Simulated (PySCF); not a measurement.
C5H9BOSi, SMILES BC[SiH2]c1ccco1 (GFN2-xTB optimised geometry):

```
17

B     -2.873    -0.317    -2.155
C     -2.350    -1.721    -1.769
Si    -1.540    -1.607    -0.031
C     -0.239    -0.260     0.000
C      1.131    -0.260     0.000
C      1.541     1.091     0.000
C      0.393     1.823     0.001
O     -0.680     1.022     0.002
H     -3.941     0.028    -1.821
H     -2.196     0.421    -2.762
H     -3.131    -2.475    -1.683
H     -1.586    -2.107    -2.444
H     -0.867    -2.881     0.259
H     -2.545    -1.315     0.999
H      1.762    -1.126     0.002
H      2.545     1.466    -0.001
H      0.219     2.881     0.004
```

Level of theory: CAM-B3LYP/def2-SVP (PySCF 2.14.0).

Problem. What are the frontier orbital energies and the dipole moment?

Solution. HOMO-2 -10.25 eV, HOMO-1 -9.49 eV, HOMO -7.90 eV, LUMO 0.06 eV, LUMO+1 1.06 eV; dipole moment 1.20 D.

Meta-Löwdin charges at CAM-B3LYP/def2-SVP: B1 0.03, C2 -0.50, Si3 0.67, C4 -0.08, C5 -0.15, C6 -0.17, C7 0.06, O8 -0.24, H9 0.00, H10 0.00, H11 0.12, H12 0.12, H13 -0.11, H14 -0.11, H15 0.12, H16 0.12, H17 0.12.
